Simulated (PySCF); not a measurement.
# Nonlinear optical response: `CC=C=C(C)C(F)(F)F`, C₆H₇F₃

Cartesian coordinates in Å; atom numbers follow the order of the lines, from 1:
```xyz
16

C     2.731    0.245   -0.230
C     1.652    0.268    0.810
C     0.380    0.066    0.583
C    -0.897   -0.137    0.353
C    -1.582   -1.472    0.408
C    -1.776    1.036    0.010
F    -1.112    2.186   -0.041
F    -2.761    1.175    0.910
F    -2.368    0.855   -1.180
H     2.327    0.021   -1.226
H     3.494   -0.510    0.017
H     3.243    1.220   -0.273
H     1.952    0.484    1.845
H    -0.871   -2.263    0.677
H    -2.032   -1.716   -0.567
H    -2.394   -1.457    1.152
```

Method: quadratic response CAM-B3LYP/aug-cc-pVDZ first hyperpolarisability, Taylor convention, gas phase in PySCF. Geometry: PBE0-D3(BJ)/def2-SVP.

(1) Give β for the processes computed.

(2) Which lowest excitations, dipole and polarisabilities go with it?

Answers

(1) In au, Taylor convention; the vector part is βᵢ = ⅓ Σⱼ (βᵢⱼⱼ + βⱼᵢⱼ + βⱼⱼᵢ); β∥ is 3/5 of the vector part along the dipole, the dipole points from − to +:
```tsv
process	λ (nm)	β vector norm	β∥	β HRS	depolarisation ratio
static β(0;0,0)	∞	190.7	-109.9	70.8	8.10
second harmonic β(−2ω;ω,ω)	1907	198.1	-114.0	73.7	7.98
Pockels β(−ω;ω,0)	1907	193.1	-111.3	–	–
second harmonic β(−2ω;ω,ω)	1064	216.6	-124.2	80.8	7.69
Pockels β(−ω;ω,0)	1064	198.7	-114.3	–	–
```

(2) S1 5.72 eV (f = 0.000); S2 6.17 eV (f = 0.000); S3 6.85 eV (f = 0.021); dipole 2.92 D; isotropic α 81.1 au static, 81.3 au at 1907 nm, 81.9 au at 1064 nm, 82.1 au at 953.5 nm, 84.5 au at 532 nm.
